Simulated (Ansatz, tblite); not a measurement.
Cost and result up the ladder for Al₇As₇ (14 atoms). Total charge 0; singlet. Geometry: PBE-D4/def2-SVP.

```xyz
14

Al   -0.977    0.135   -1.784
Al    2.616   -0.582    1.656
Al    2.205   -0.770   -1.036
Al    1.377    1.728   -0.473
Al   -2.363    1.863   -0.337
Al   -0.457   -0.431    1.017
Al   -3.382   -0.567   -0.449
As    3.627    0.974    0.143
As    1.183    0.672   -2.751
As   -4.575    1.287    0.355
As    1.899   -2.710    0.519
As    0.748   -1.692    2.677
As   -1.481   -2.031   -0.652
As   -0.420    2.124    1.115
```

Ansatz on 2 threads of AMD EPYC 7R13 on a shared host and a share (18 GiB) of an NVIDIA H100 80GB HBM3; xTB runs through tblite on one thread. Times are rough, summed over both states, and most runs start from the orbitals of an earlier one. PBE0-D4/def2-TZVP serves as the yardstick here, not as an exact answer. The other state is a triplet.

The xTB rows come from tblite. Single mean-field runs in def2-TZVP are fitted with def2-universal-jkfit.

xTB has no spin-polarisation term.

| level | functions | wall time | vertical triplet (eV) | difference from PBE0-D4/def2-TZVP (eV) |
| --- | --- | --- | --- | --- |
| GFN1-xTB | 126 | 0.29 s | 0.96 | 0.06 |
| GFN2-xTB | 126 | 0.79 s | 1.05 | 0.15 |
| PBE-D4/def2-TZVP (with forces) | 595 | 21 s | 0.80 | -0.09 |
| PBE0-D4/def2-TZVP | 595 | 44 s | 0.89 | 0.00 |
